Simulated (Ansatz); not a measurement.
`Cl[Se][Se]Cl`, relaxed with RKS PBE0-D4/def2-TZVP in Ansatz 0.2.0 from a GFN2-xTB geometry. The force threshold is 0.005 eV/Å; the program also tests the step.

Charge 0, multiplicity 1.

Start:

```xyz
4

Cl   -1.532    1.391    1.082
Se   -0.084    1.251   -0.512
Se    1.278   -0.435    0.114
Cl    0.339   -2.207   -0.683
```

Question: How much energy does the relaxation release, and in how many steps? (Estimate.)

Answer: The calculation gave: 0.36 kcal/mol, in 3 steps.

Question: Which bonds change most? (An estimate is asked.)

Answer: Computed: Cl1–Se2 from 2.158 to 2.186 Å; Se3–Cl4 from 2.159 to 2.186 Å; Se2–Se3 from 2.256 to 2.232 Å.

Question: Give the relaxed structure. (Best estimate.)

Answer: The calculation gave: 
```xyz
4

Cl   -1.560    1.414    1.092
Se   -0.067    1.255   -0.497
Se    1.279   -0.426    0.092
Cl    0.347   -2.244   -0.687
```
